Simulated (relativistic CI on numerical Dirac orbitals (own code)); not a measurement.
**Slater and spin-orbit integrals, Os18+**

Method of calculation: Dirac-Coulomb-Breit CI, orbitals from a KLI potential per configuration, a model potential for QED, unscaled Slater integrals (own radial code, finite nucleus).

Slater integrals F^k, G^k are unscaled and averaged over j, outside the closed core [Ar] 3d10; ζ comes from projecting the Hamiltonian with its Breit term on Σ l·s of the shell.

- 4s2 4p6 4d10 4f12: F^2(4f,4f) = 203740, F^4(4f,4f) = 130770, F^6(4f,4f) = 94974, ζ(4f) = 6710.2 cm⁻¹; <r>(4f) = 0.4966, <r^2>(4f) = 0.2902 (bohr units).
- 4s2 4p6 4d10 4f11 5s: F^2(4f,4f) = 206550, F^4(4f,4f) = 132710, F^6(4f,4f) = 96417, ζ(4f) = 6911.4, G^3(4f,5s) = 35673 cm⁻¹; <r>(4f) = 0.491, <r^2>(4f) = 0.2834, <r>(5s) = 0.8679, <r^2>(5s) = 0.8381 (bohr units).
- 4s2 4p6 4d10 4f10 5s2: F^2(4f,4f) = 209570, F^4(4f,4f) = 134790, F^6(4f,4f) = 97975, ζ(4f) = 7115.1 cm⁻¹; <r>(4f) = 0.4852, <r^2>(4f) = 0.2763 (bohr units).

Averages of the first 10 configurations, taken without configuration mixing, which lowers the lowest level and can move excited configurations by several eV; other configurations of the list can lie among them:

```json
{"Configuration": "4s2 4p6 4d10 4f12", "Parity": "even", "States": "91", "Average energy above the lowest level (eV)": "5.0"}
{"Configuration": "4s2 4p6 4d10 4f11 5s", "Parity": "odd", "States": "728", "Average energy above the lowest level (eV)": "18.8"}
{"Configuration": "4s2 4p6 4d10 4f10 5s2", "Parity": "even", "States": "1001", "Average energy above the lowest level (eV)": "40.2"}
{"Configuration": "4s2 4p6 4d10 4f10 5s 5p", "Parity": "odd", "States": "12012", "Average energy above the lowest level (eV)": "90.9"}
{"Configuration": "4s2 4p6 4d10 4f11 5p", "Parity": "even", "States": "2184", "Average energy above the lowest level (eV)": "71.9"}
{"Configuration": "4s2 4p6 4d9 4f13", "Parity": "odd", "States": "140", "Average energy above the lowest level (eV)": "243.8"}
{"Configuration": "4s2 4p6 4d8 4f14", "Parity": "even", "States": "45", "Average energy above the lowest level (eV)": "484.6"}
{"Configuration": "4s2 4p6 4d10 4f11 6s", "Parity": "odd", "States": "728", "Average energy above the lowest level (eV)": "211.4"}
{"Configuration": "4s2 4p6 4d10 4f11 5f", "Parity": "even", "States": "5096", "Average energy above the lowest level (eV)": "217.8"}
{"Configuration": "4s2 4p6 4d10 4f11 6p", "Parity": "even", "States": "2184", "Average energy above the lowest level (eV)": "235.6"}
```
